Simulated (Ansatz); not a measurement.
C3H7O, doublet, geometry from GFN2-xTB; CAM-B3LYP/3-21G (Ansatz, a program for electronic structure).

Ansatz was given this input:
Ansatz 0.2 input:
```yaml
crystal:
  periodic: [false, false, false]
  atoms:
    - {symbol: C, position_ang: [-1.89223601, -0.24806103, 0.13597528]}
    - {symbol: C, position_ang: [-0.54241439, 0.34178157, 0.24412449]}
    - {symbol: C, position_ang: [0.62947001, -0.25810594, -0.42893963]}
    - {symbol: O, position_ang: [1.86541480, 0.25467953, 0.01563737]}
    - {symbol: H, position_ang: [-1.84030574, -1.27945500, -0.20679639]}
    - {symbol: H, position_ang: [-2.41001552, -0.21770240, 1.09700624]}
    - {symbol: H, position_ang: [-2.51798949, 0.31056854, -0.57048766]}
    - {symbol: H, position_ang: [-0.42574496, 1.31068765, 0.69919261]}
    - {symbol: H, position_ang: [0.60646553, -1.35835618, -0.31618966]}
    - {symbol: H, position_ang: [0.62082017, -0.05639144, -1.51388513]}
    - {symbol: H, position_ang: [1.87453379, 0.23952489, 0.97910034]}
basis:
  gaussian:
    orbitals: 3-21G.json
hamiltonian:
  xc: cam_b3lyp
magnetization: {spin_polarized: true, initial_magnetization: 1}
scf: {lower_state_search: full}
```
The basis file holds 3-21G in the JSON format of the Basis Set Exchange.

Q: What does Ansatz print? Leave out banner, timings and long lists.

A: 
```
Functional definition: CAM-B3LYP
609 factors; integrals over basis functions are off by at most 1.0e-3 eV
244 factors; integrals over basis functions are off by at most 8.0e-6 eV
mean field evaluation 1: about -5235.1359 eV, gradient 2.9e1 eV
mean field evaluation 2: about -5235.1703 eV, gradient 2.9e1 eV
mean field evaluation 4: about -5238.3689 eV, gradient 2.6e0 eV
mean field evaluation 8: about -5238.4020 eV, gradient 7.7e-2 eV
mean field evaluation 16: about -5238.4020 eV, gradient 3.5e-5 eV
mean field evaluation 32: about -5238.4020 eV, gradient 1.7e-2 eV
mean field evaluation 64: about -5238.3624 eV, gradient 5.6e-1 eV
mean field -5238.40200567 eV, -192.5077229921 hartree, gradient 3.5e-5 eV, S^2 0.754158; 3 other end points of the search recorded, 0 dependent functions left out
reference -5238.40210433 eV, -192.5077266178 hartree; 17, 16 occupied and 33, 34 virtual orbitals, 609 factors
Total energy: -5238.40210433 eV, -192.5077266178 hartree
```
